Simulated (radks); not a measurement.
Coulomb parameter of the 4f shell of the praseodymium ion Pr2+ in the model configuration [Xe] 4f2 6s1, as a second difference U = [E(n + 0.25) + E(n - 0.25) - 2 E(n)] / (0.25)^2 with all orbitals relaxed. "Bare": the charge of the atom changes with n. "Screened": the 6s shell takes up the change at fixed total charge, which measures U(4f,4f) + U(6s,6s) - 2 U(4f,6s). Method: scalar-relativistic Kohn-Sham, BLYP, spin-unpolarised, spherical densities, finite nucleus; Fermi nuclear charge, rms radius 4.8919 fm; computed with a radial shooting solver on a logarithmic mesh with Libxc functionals.

case                 configuration  E - E(n) (eV)
start                 [Xe] 4f2 6s1          0.000
bare +0.25         [Xe] 4f2.25 6s1         -4.888
bare -0.25         [Xe] 4f1.75 6s1          5.915
screened +0.25  [Xe] 4f2.25 6s0.75         -1.383
screened -0.25  [Xe] 4f1.75 6s1.25          1.821

U(bare) = 16.436 eV, U(screened by 6s) = 7.018 eV, against the Slater integral F0(4f,4f) = 24.766 eV with frozen orbitals.
